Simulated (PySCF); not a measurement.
**Cd⁺ (cadmium, charge +1) across methods**

[Kr] 4d10 5p1, 2P determinant (an excited configuration). All numbers are calculated (PySCF 2.14, scalar relativity through the core potential, in aug-cc-pVDZ-PP with ECP28MDF (5s5p4d2f, 54 functions)).

```tsv
method	E (hartree)	mean ε 4d α (eV)	mean ε 4d β (eV)	mean ε 5p α (eV)	Σ⟨r²⟩ (bohr²)	⟨S²⟩
r2SCAN	-167.2512	-22.273	-22.171	-8.846	40.26	0.753
MN15	-166.8432	-24.956	-24.858	-9.704	40.87	0.752
UHF	-166.37850	-29.913	-29.860	-10.465	41.74	0.753
LDA	-166.8822	-22.139	-22.018	-8.813	40.39	0.751
PBE0	-167.1980	-24.161	-24.054	-9.284	40.59	0.752
PBE	-167.1977	-21.937	-21.815	-8.718	40.53	0.751
M06-2X	-167.1407	-26.545	-26.491	-9.863	40.71	0.750
HSE06	-167.1947	-23.738	-23.630	-8.929	40.58	0.752
revPBE	-167.2557	-21.865	-21.748	-8.682	40.55	0.752
```

Energies and moments cover only the electrons outside the core potential.
